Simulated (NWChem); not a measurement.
System: CoClF, quartet; SMILES [F][Co][Cl]

The following NWChem deck was run.

```
start job
memory heap 200 mb stack 900 mb global 1100 mb
geometry units angstroms noautoz
  Co     0.000000     0.000000     0.377520
  F      0.000000     0.000000     2.086220
  Cl     0.000000     0.000000    -1.735005
end
basis spherical
  * library def2-tzvp
end
dft
  odft
  mult 4
  xc b3pw91
  iterations 150
  mulliken
end
task dft energy
```

Coordinates come from a PBE0/def2-SVP, spin-unrestricted optimisation. The spin multiplicity was typed, not searched, and may not be the lowest. No stability test was run on the SCF state.

### Question
Predict the main results of this run. (B3PW91/def2-TZVP, spin-unrestricted.) Quantities: energy (Ha); highest occupied level (eV); lowest empty minus highest occupied level, either spin (eV); <S²>.

### Answer
```yaml
energy (Ha): -1942.86
highest occupied level (eV): -8.06
lowest empty minus highest occupied level, either spin (eV): 3.39
"<S²>": 3.76
```
